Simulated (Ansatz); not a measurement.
The cluster Na3Sn5⁻, relaxed as a singlet with RKS r2SCAN-D4/def2-SVPD in Ansatz, starting from the GFN2-xTB geometry. Force threshold 0.02 eV/Å.

In the def2 sets Sn takes a core potential; there is no spin–orbit coupling. The restricted singlet is unstable towards broken spin symmetry in Hartree–Fock (as tested in another run); at r2SCAN-D4/def2-SVPD this wasn't settled. Another isomer (singlet) lies 0.20 eV lower at PBE0-D4/def2-SVP; other spin states weren't run for this one.

Start:

```
atom   x (Å)   y (Å)   z (Å)
 Na1  -2.551   0.313   1.117
 Na2  -3.633  -1.148  -1.234
 Na3  -1.061  -2.506  -0.669
 Sn4   1.806   1.853  -1.638
 Sn5   2.755  -0.309  -0.245
 Sn6   1.563   2.064   1.081
 Sn7   1.225  -0.485   2.015
 Sn8  -0.104   0.218  -0.425
```

| step | energy (eV) | largest force component (eV/Å) | SCF passes |
| --- | --- | --- | --- |
| 1 | -42416.9804 | 2.081 | 21 |
| 2 | -42417.5434 | 0.733 | 29 |
| 3 | -42417.7974 | 0.334 | 25 |
| 4 | -42418.0077 | 0.166 | 31 |
| 5 | -42418.0741 | 0.133 | 30 |
| 6 | -42418.1047 | 0.115 | 31 |
| 7 | -42418.1437 | 0.165 | 31 |
| 8 | -42418.1803 | 0.204 | 31 |
| 9 | -42418.2139 | 0.126 | 25 |
| 10 | -42418.2444 | 0.051 | 24 |
| 11 | -42418.2639 | 0.036 | 24 |
| 12 | -42418.2801 | 0.029 | 24 |
| 13 | -42418.2897 | 0.053 | 24 |
| 14 | -42418.2935 | 0.040 | 24 |
| 15 | -42418.2954 | 0.021 | 24 |
| 16 | -42418.2959 | 0.010 | 24 |

Force components are those of the run's own axes.

End:

```xyz
8

Na   -2.556    0.106    0.957
Na   -4.257   -2.505   -0.739
Na   -0.639   -1.725   -1.087
Sn    2.564    1.809   -1.608
Sn    2.250   -0.765   -0.283
Sn    2.278    1.907    1.327
Sn    0.458   -0.217    1.963
Sn   -0.097    1.391   -0.530
```

Bonds formed: Na1–Sn7, Na3–Sn5, Na3–Sn7 (atoms count from 1).

No frequencies were taken in this run, so the end may be a saddle point.

Hardware: 4 threads of Arm Neoverse V1 on a shared host. Wall time 3.2 min.
